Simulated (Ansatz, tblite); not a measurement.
Removing and adding an electron: HfB12. Charge 0, multiplicity 1. Geometry: PBE-D4/def2-SVP. Ansatz, gas phase; energy differences of separate SCF runs; the oxidised species was run as a doublet alone; the reduced species was run as a doublet alone.

```xyz
13

Hf   -0.430   -0.951   -0.856
B    -1.847    0.457    0.342
B    -1.530   -0.675    1.378
B     0.907    0.854   -2.086
B     1.600    0.288   -0.749
B     0.341    1.573   -0.606
B     0.865   -2.022    1.123
B     0.268   -0.459    1.643
B     0.825    0.823    0.774
B    -1.482    1.376   -0.876
B    -0.602   -1.942    1.606
B    -0.513    1.464   -2.118
B     1.598   -0.785    0.425
```

In the def2 sets Hf takes a core potential; there is no spin–orbit coupling. The xTB rows come from tblite. The structure comes from a short search, and lower isomers may exist.

Task: Estimate orbital energies and vertical ionisation energies and electron affinities at: GFN1-xTB; GFN2-xTB; PBE-D4/def2-TZVP; r2SCAN-D4/def2-TZVP; PBE0-D4/def2-TZVP.

Result: 
| level | −HOMO (eV) | vertical IE (eV) | −LUMO (eV) | vertical EA (eV) | HOMO–LUMO gap (eV) | IE − EA (eV) | remarks |
| --- | --- | --- | --- | --- | --- | --- | --- |
| GFN1-xTB | 8.56 | 11.01 | 8.25 | 5.78 | 0.31 | 5.23 | – |
| GFN2-xTB | 5.39 | 7.78 | 5.27 | 3.18 | 0.12 | 4.60 | – |
| PBE-D4/def2-TZVP | 5.20 | 7.39 | 4.63 | 2.61 | 0.57 | 4.78 | restricted SCF unstable in HF (singlet) |
| r2SCAN-D4/def2-TZVP | 5.25 | 7.30 | 4.57 | 2.63 | 0.68 | 4.67 | restricted SCF unstable in HF (singlet) |
| PBE0-D4/def2-TZVP | 5.82 | 7.32 | 3.99 | 2.64 | 1.83 | 4.68 | restricted SCF unstable in HF (singlet) |

   Raw xTB energy differences between charge states are shifted by several eV; the methods need an empirical correction for them. Sets without diffuse functions give affinities that are too small.
